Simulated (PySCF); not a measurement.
Ionisation energy of Sn⁺ by level of theory

Sn⁺ [Kr] 4d10 5s2 5p1 (2P) → Sn²⁺ [Kr] 4d10 5s2 (1S), as a difference of total energies. Calculation: PySCF 2.14, in aug-cc-pwCVDZ-PP with ECP28MDF (6s5p4d1f, 48 functions); scalar relativity through the core potential. Correlated levels: valence: 4s2 4p6 4d10 frozen. The calculations carry no spin-orbit coupling.

| method | ionisation energy (eV) |
| --- | --- |
| UHF | 13.728 |
| MP2 (valence) | 13.880 |
| SCS-MP2 (valence) | 13.862 |
| CCSD (valence) | 13.952 |
| CCSD(T) (valence) | 13.965 |
| CCSDT (valence) | 13.970 |

How much does correlation contribute at CCSD(T) (valence)?

13.965 − (13.728) = 0.237 eV, measured against UHF.

Errors of the correlated levels include the incompleteness of this basis and the frozen core.

For comparison: 14.282 eV (measured; NIST levels, between the centres of gravity of the two terms).
